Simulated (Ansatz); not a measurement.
Species: C₅H₁₂O₄, SMILES `COC(OC)(OC)OC` (charge 0, multiplicity 1).

Problem. Give a relaxed geometry from PBE0-D4/def2-SVP (Ansatz, a quantum-chemistry and plane-wave program).

Solution. One answer among several that fit: the end point of this relaxation, one of several conformers (outside a Z-matrix the atoms follow the SMILES, hydrogens last).
Z-matrix (Å, degrees):
```
C
O 1 1.3782
O 1 1.3782 2 112.72
O 1 1.3782 2 107.87 3 -118.98
O 1 1.3782 2 107.87 4 -122.03
C 5 1.4078 1 115.92 2 -175.69
H 6 1.0981 5 106.70 1 -170.45
H 6 1.1009 7 109.55 5 120.73
H 6 1.1025 7 109.20 8 118.96
C 3 1.4078 1 115.92 2 -65.33
H 10 1.0981 3 106.70 1 170.45
H 10 1.1009 11 109.55 3 -120.73
H 10 1.1025 11 109.20 12 -118.96
C 4 1.4078 1 115.92 2 -53.65
H 14 1.0981 4 106.70 1 -170.45
H 14 1.1009 15 109.55 4 120.73
H 14 1.1025 15 109.20 16 118.96
C 2 1.4078 1 115.92 3 -65.33
H 18 1.0981 2 106.70 1 170.45
H 18 1.1009 19 109.55 2 -120.73
H 18 1.1025 19 109.20 20 -118.96
```
